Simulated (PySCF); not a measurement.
diboron dicarbonyl (C₂B₂O₂), SMILES [O+]#C[B-]#[B-]C#[O+].

Geometry: PBE0-D3(BJ)/def2-SVP.

Two levels are set side by side: TDA-PBE/def2-SVPD (PySCF) and TDA-B3LYP/def2-SVPD (PySCF). Vertical, same geometry. The lowest singlet is HOMO→LUMO+1 50 %, HOMO−1→LUMO 50 % with PBE and HOMO→LUMO+1 50 %, HOMO−1→LUMO 50 % with the other functional; states are paired by order. Differences are taken from unrounded values.

| quantity | TDA-B3LYP |
|---|---|
| lowest singlet excitation (eV) | 1.40 |
| lowest triplet excitation (TDA) (eV) | 0.83 |
| first bright state (f over 0.05) (eV) | 5.78 |
| its oscillator strength | 0.07 |

**Question.** What does TDA-PBE give, and how far is it from TDA-B3LYP? (Estimate from the structure and the level; the computed values follow.)

**Answer.** 
| quantity | TDA-PBE | TDA-PBE minus TDA-B3LYP |
|---|---|---|
| lowest singlet excitation (eV) | 1.69 | 0.29 |
| lowest triplet excitation (TDA) (eV) | 1.05 | 0.22 |
| first bright state (f over 0.05) (eV) | 5.86 | 0.09 |
| its oscillator strength | 0.06 | -0.01 |

Rough cost on one machine, each run with all the roots and properties that it gave: TDA-B3LYP against TDA-PBE within a factor of 2.
